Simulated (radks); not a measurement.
Values are calculated unless marked as measured or tabulated.
Problem. V I, 23 electrons, occupied as [Ar] 3d3 4s2 (the NIST ground configuration). Level of theory: non-relativistic Kohn-Sham, r2SCAN, spin-polarised, spherical densities, point nucleus; open shells are filled with parallel spins first; meta-GGA in the generalised Kohn-Sham scheme (a radial shooting solver on a logarithmic mesh with Libxc functionals). Some entries of the table are withheld. Estimate them.

orbital,occ.,eigenvalue (eV),<1/r> (bohr^-1),<r> (bohr)
1s down,1,-5346.190,22.52,0.06706
1s up,1,-5346.165,22.52,0.06706
2s up,1,-603.1210,4.750,0.3104
2s down,1,-601.8231,4.758,0.3099
2p up,3,-507.2974,4.676,0.2751
2p down,3,-506.3134,4.683,0.2746
3s up,1,-73.0254,1.467,0.9559
3s down,1,-69.3754,1.463,0.9575
3p up,3,-46.6483,1.342,1.019
3p down,3,-42.9871,1.338,1.022
3d up,3,-6.4441,0.9774,(1)
4s up,1,(2),(3),3.274
4s down,1,(4),(5),3.618
3d down,0,-3.1153,0.9105,(6)

Solution. 
(1) 3d up <r> (bohr): 1.395
(2) 4s up eigenvalue (eV): -5.1204
(3) 4s up <1/r> (bohr^-1): 0.3953
(4) 4s down eigenvalue (eV): -4.3253
(5) 4s down <1/r> (bohr^-1): 0.3518
(6) 3d down <r> (bohr): 1.602
